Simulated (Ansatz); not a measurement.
Geometry optimisation, RKS B3LYP/6-31G* (Ansatz 0.2.0).

Input file:

```yaml
crystal:
  periodic: [false, false, false]
  atoms:
    - { symbol: B, position_ang: [-0.150304, 0.491131, -0.106682] }
    - { symbol: H, position_ang: [-0.458197, -0.427761, 2.094602] }
    - { symbol: H, position_ang: [0.894276, -0.090643, -0.170241] }
    - { symbol: O, position_ang: [-1.326911, -0.030621, -0.57942] }
    - { symbol: H, position_ang: [-1.193986, -0.901056, -0.974334] }
    - { symbol: "N", position_ang: [-0.181132, 1.846516, 0.47102] }
    - { symbol: H, position_ang: [-1.068294, 2.324085, 0.570469] }
    - { symbol: C, position_ang: [0.958373, 2.57035, 0.995352] }
    - { symbol: H, position_ang: [1.862981, 1.977289, 0.837363] }
    - { symbol: H, position_ang: [1.104762, 3.536084, 0.492065] }
    - { symbol: H, position_ang: [0.872657, 2.762774, 2.075845] }
    - { symbol: H, position_ang: [-0.408725, 0.278052, 2.098161] }
basis:
  gaussian: { orbitals: "6-31G*" }
hamiltonian:
  xc: b3lyp
relax:
  f_tol: 0.03
  max_steps: 50
```

Command:

```bash
$ ansatz run input.yaml --threads 1 --pin off --max-ram 2048MiB --backend cpu --events-out ev --progress --plain --runs-dir out
```

Task: Where does it end, and by what steps?

Result: The run converged. The force dipped under the threshold on the way, but the program's further checks kept it going. After 17 steps the energy has fallen by 0.398 eV; H2 moved furthest, 1.43 Å.

| step | energy less start (eV) | largest force component (eV/Å) | accepted |
| --- | --- | --- | --- |
| 0 | 0.0000 | 2.302 | yes |
| 1 | -0.2215 | 0.872 | yes |
| 2 | -0.3086 | 0.448 | yes |
| 3 | -0.3509 | 0.172 | yes |
| 4 | -0.3720 | 0.092 | yes |
| 5 | -0.3814 | 0.209 | yes |
| 6 | -0.3879 | 0.056 | yes |
| 7 | -0.3693 | 0.423 | no |
| 8 | -0.3894 | 0.022 | yes |
| 9 | -0.3913 | 0.082 | yes |
| 10 | -0.3925 | 0.122 | yes |
| 11 | -0.3934 | 0.130 | yes |
| 12 | -0.3952 | 0.134 | yes |
| 13 | -0.3962 | 0.092 | yes |
| 14 | -0.3974 | 0.026 | yes |
| 15 | -0.3978 | 0.026 | yes |
| 16 | -0.3980 | 0.054 | yes |
| 17 | -0.3981 | 0.026 | yes |

```xyz
12
Properties=species:S:1:pos:R:3
B -0.082 0.623 -0.498
H -0.608 -0.085 3.474
H 0.994 0.235 -0.867
O -1.252 0.053 -0.949
H -1.075 -0.671 -1.563
N -0.161 1.686 0.418
H -1.080 2.007 0.702
C 0.948 2.440 0.972
H 1.887 2.015 0.606
H 0.917 3.497 0.674
H 0.964 2.399 2.069
H -0.546 0.138 2.766
```

Whether the end is a true minimum wasn't checked by a vibrational analysis.

Time of the run: 44 s on 1 thread of Intel(R) Xeon(R) Platinum 8488C (Sapphire Rapids) (shared host), peak memory 0.16 GiB.
